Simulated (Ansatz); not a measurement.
CH$_{3}$InO (`O=[CH][InH2]`), relaxed with RKS PBE0-D4/def2-TZVP in Ansatz from a PBE-D4/def2-SVP geometry. The force threshold is 0.005 eV/Å; the program also tests the step.

Charge 0, multiplicity 1. In takes the def2 core potential.

Start:

```xyz
6

O    -0.865    1.314    1.157
C     0.027    0.487    1.111
In    0.133   -0.529   -0.892
H     0.686    0.308    2.021
H    -0.946   -1.872   -1.202
H     0.964    0.291   -2.195
```

(1) How much energy does the relaxation release, and in how many steps? (Best estimate.)

(2) Which bonds change most? (Best estimate.)

(3) Give the relaxed structure. (Best estimate.)

## Answers

(1) Computed: 0.85 kcal/mol, in 8 steps, 1 of them rejected.

(2) The calculation gave: C2–In3 from 2.248 to 2.215 Å; In3–H5 from 1.750 to 1.724 Å; In3–H6 from 1.750 to 1.724 Å; C2–H4 from 1.138 to 1.118 Å.

(3) Ansatz gave: 
```xyz
6

O    -0.860    1.325    1.214
C     0.004    0.495    1.083
In    0.088   -0.491   -0.898
H     0.684    0.285    1.945
H    -0.904   -1.872   -1.182
H     0.989    0.258   -2.162
```
